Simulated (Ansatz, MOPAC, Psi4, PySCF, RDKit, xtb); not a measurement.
Pair of molecules: H4SeSi (SMILES [SiH3][SeH]) (first 6 atoms) with HF (SMILES F); geometry from B3LYP-D3(BJ)/def2-TZVP, rigid monomers moved along the line of their centres of mass till Se2···H8 is 4.23 Å.
(charge 0, multiplicity 1):
```xyz
8

Si     0.61403    -1.35464     0.86011
Se    -0.47344     0.68384     0.98736
H      0.05015    -2.15992    -0.24271
H      2.01750    -0.99594     0.57953
H      0.48859    -2.07773     2.13964
H     -1.75220     0.08040     1.39748
F      1.44176     1.08902     5.74170
H      0.99077     1.19855     4.92446
```

```csv
level,interaction energy (kcal/mol),"minus CCSD(T)/CBS(def2-SVPD, def2-TZVPPD)",cost
UFF,-0.19,0.80,-
GFN-FF,-0.74,0.25,-
AM1,-0.36,0.63,-
PM3,-0.69,0.30,-
PM6,-0.35,0.64,-
PM7,-0.39,0.60,-
GFN1-xTB,-0.12,0.87,-
GFN2-xTB,-0.88,0.10,-
HF/6-31G*,-1.02,-0.03,-
HF/6-31G* (no counterpoise),-1.05,-0.07,-
HF/def2-SVPD,-1.04,-0.06,-
HF/def2-TZVPPD,-0.93,0.05,-
PBE/def2-TZVPPD,-0.97,0.02,×1
PBE-D3(BJ)/def2-TZVPPD,-1.13,-0.14,×1
PBE-D4/def2-TZVPPD,-1.04,-0.05,×1
BP86/6-31G* (no counterpoise),-0.88,0.11,-
r2SCAN/def2-TZVPPD,-0.93,0.06,×2
r2SCAN-D3(BJ)/def2-TZVPPD,-1.04,-0.05,×2
r2SCAN-D4/def2-TZVPPD,-1.00,-0.02,×2
B3LYP/3-21G (no counterpoise),-0.85,0.13,-
B3LYP/6-31G*,-0.93,0.06,-
B3LYP/6-31G* (no counterpoise),-0.98,0.01,-
B3LYP/def2-TZVPPD,-0.82,0.17,×1
B3LYP-D4/def2-TZVPPD,-0.89,0.10,×1
PBE0-D3(BJ)/def2-TZVPPD,-1.12,-0.13,×1
PBE0-D4/def2-TZVPPD,-1.03,-0.05,×1
M06-2X/6-31G* (no counterpoise),-1.15,-0.17,-
wB97X-V/def2-TZVPPD,-1.01,-0.03,×3
MP2/6-31G*,-1.08,-0.09,-
MP2/6-31G* (no counterpoise),-1.14,-0.15,-
MP2/def2-SVPD,-1.08,-0.09,-
MP2/def2-TZVPPD,-0.99,0.00,-
SCS-MP2/def2-SVPD,-1.03,-0.05,-
SCS-MP2/def2-TZVPPD,-0.94,0.04,-
CCSD/def2-SVPD,-1.04,-0.05,-
CCSD/def2-TZVPPD,-0.96,0.03,-
CCSD(T)/def2-SVPD,-1.05,-0.07,×3
CCSD(T)/def2-TZVPPD,-0.97,0.01,×80*
"CCSD(T)/CBS(def2-SVPD, def2-TZVPPD)",-0.99,0.00,×90*
SAPT0/aug-cc-pVDZ,-1.16,-0.17,-
```

 The comparison column counts from a level with limits of its own.

The rows run from -1.16 (SAPT0/aug-cc-pVDZ) to -0.12 kcal/mol (GFN1-xTB). In def2-TZVPPD the value moves HF -0.93, MP2 -0.99, CCSD -0.96, CCSD(T) -0.97, a shift of -0.04 from HF to CCSD(T). From def2-SVPD to def2-TZVPPD CCSD(T) changes by 0.08. The dispersion term adds -0.16 in PBE-D3(BJ), -0.07 in PBE-D4, -0.11 in r2SCAN-D3(BJ). The 4 functionals in def2-TZVPPD without D3 or D4 span 0.20, from wB97X-V to B3LYP.

Monomers are frozen at their geometry in the pair; levels with a basis set take the counterpoise correction. Rows marked so take none. RDKit's UFF carries no charges.

Correlated levels freeze the cores. Filled d and f shells under p-block atoms count as core. CBS(a, b) extrapolates the correlation energy as X⁻³ and adds the Hartree–Fock energy of set b. Rows in 3-21G, 6-31G* carry no dispersion term and start afresh at each structure (6-31G* with six Cartesian d functions); the Pople sets are all-electron and without relativity. MP2/6-31G* freezes PySCF's default core, which leaves 3d correlated. The state reached by AM1, PM3, PM6, PM7 isn't checked; PM7 holds dispersion and hydrogen-bond terms.

The values were computed with Ansatz (an electronic-structure program) with Gaussian orbitals; MOPAC for AM1, PM3, PM6, PM7 (differences of heats of formation); Psi4 for SAPT; PySCF for 3-21G rows, 6-31G* rows, the dispersion terms; RDKit for the force fields; xtb for the GFN methods. 

Costs are rough ratios of core time to PBE/def2-TZVPPD (about 7 s over the structures, on one shared machine); a dash marks a level with no comparable run of its own. A star marks coupled-cluster runs past 200 virtual orbitals, where the program's memory plan changes under this machine's limit, so their costs aren't comparable with smaller runs.
